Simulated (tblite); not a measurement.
Species: C2H5N3Si.
Atom-mapped SMILES: `[SiH3:1][c:2]1[n:3][n:4][cH:5][nH:6]1` (hydrogens: H7, H8, H9 on Si1; H10 on C5; H11 on N6)

The geometry is computed with GFN2-xTB (gas phase).

What internal coordinates does the optimisation give?

```json
{"bond": "Si1–C2", "length (Å)": "1.875", "order": "single"}
{"bond": "C2–N3", "length (Å)": "1.306", "order": "aromatic"}
{"bond": "N3–N4", "length (Å)": "1.339", "order": "aromatic"}
{"bond": "N4–C5", "length (Å)": "1.298", "order": "aromatic"}
{"bond": "C5–N6", "length (Å)": "1.359", "order": "aromatic"}
{"bond": "C2–N6", "length (Å)": "1.371", "order": "aromatic"}
{"bond": "Si1–H7", "length (Å)": "1.471", "order": "single"}
{"bond": "Si1–H8, Si1–H9", "length (Å)": "1.459", "order": "single"}
{"bond": "C5–H10", "length (Å)": "1.070", "order": "single"}
{"bond": "N6–H11", "length (Å)": "1.006", "order": "single"}
```

Bonds in one row agree within 0.01 Å and their mean is given. Orders are formal, as drawn. A selection of angles:
```json
{"angle": "C2–Si1–H7", "degrees": "105.5"}
{"angle": "C2–Si1–H8", "degrees": "109.3"}
{"angle": "H7–Si1–H8", "degrees": "111.0"}
{"angle": "H7–Si1–H9", "degrees": "109.2"}
{"angle": "Si1–C2–N3", "degrees": "125.5"}
{"angle": "Si1–C2–N6", "degrees": "125.9"}
{"angle": "N3–C2–N6", "degrees": "108.5"}
{"angle": "C2–N3–N4", "degrees": "109.0"}
{"angle": "N3–N4–C5", "degrees": "107.8"}
{"angle": "N4–C5–N6", "degrees": "110.0"}
{"angle": "N4–C5–H10", "degrees": "125.6"}
{"angle": "N6–C5–H10", "degrees": "124.4"}
{"angle": "C5–N6–H11", "degrees": "128.2"}
{"angle": "C2–N6–C5", "degrees": "104.7"}
{"angle": "C2–N6–H11", "degrees": "127.1"}
```

The 4 C–N bonds span 1.298 Å (N4–C5, aromatic) to 1.371 Å (C2–N6, aromatic), a spread of 0.073 Å. Si1 (SiH3 silicon) is distorted tetrahedral (angles from 105.5° to 112.5°). N6 (pyrrole-type nitrogen) is planar (angles 128.2°, 127.1° and 104.7°, sum 360.0°, 0.00 Å off the plane of its three neighbours). The 6 heavy atoms lie in one plane (0.003 Å rms). N3 (pyridine-type nitrogen) is bent (angle 109.0°). The 5-membered ring C2–N3–N4–C5–N6 has internal angles of 104.7° to 110.0° (sum 540°, against 540° for a flat polygon); it is planar, 0.00 Å rms from its mean plane, widest ring torsion 0°.

GFN2-xTB frequencies show an imaginary mode (36i cm⁻¹), so the point is no minimum at that level.
